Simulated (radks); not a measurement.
Values are calculated unless marked as measured or tabulated.
Task: Excited configurations of Rb: one electron is placed in a higher orbital outside [Kr]. The ground configuration is [Kr] 5s1. Code: a radial shooting solver on a logarithmic mesh with Libxc functionals. Model: scalar-relativistic Kohn-Sham, r2SCAN, spin-unpolarised, spherical densities, finite nucleus; meta-GGA in the generalised Kohn-Sham scheme; Fermi nuclear charge, rms radius 4.2036 fm. Excitation = E - E(ground); binding = E(ion) - E, where the ion is the core of charge +1; n* = 1/sqrt(2 binding) in atomic units, and the quantum defect is n - n*.

outer orbital  excitation (eV)  binding (eV)     n*  quantum defect  eigenvalue (eV)  <r> (bohr)
4d                       2.173         1.638  2.882           1.118           -0.584       8.911
5p                       1.427         2.384  2.389           2.611           -1.254       7.600
5d                       2.719         1.092  3.530           1.470           -0.535       16.23
6p                       2.581         1.229  3.327           2.673           -0.741       16.07
6d                       3.094         0.717  4.358           1.642           -0.410       27.03
6f                       3.403         0.408  5.777           0.223           -0.248       47.84
7s                       2.845         0.965  3.754           3.246           -0.606       22.01
7d                       3.315         0.495  5.241           1.759           -0.304       41.15

Estimate the row for 6s.

Result: excitation (eV) 2.107; binding (eV) 1.703; n* 2.826; quantum defect 3.174; eigenvalue (eV) -1.025; <r> (bohr) 12.33. The Delta-SCF ionisation energy is 3.811 eV (NIST Atomic Spectra Database: 4.177 eV, measured). Self-interaction in the functional shifts the binding energies and quantum defects, so they are the method's values and not measured ones. Spin polarisation and multiplet splitting are left out, so open shells lie too high by an amount that depends on their filling.

Beside tabulated values, note that spin-unpolarised runs miss the spin-polarisation part of the exchange energy of open shells.
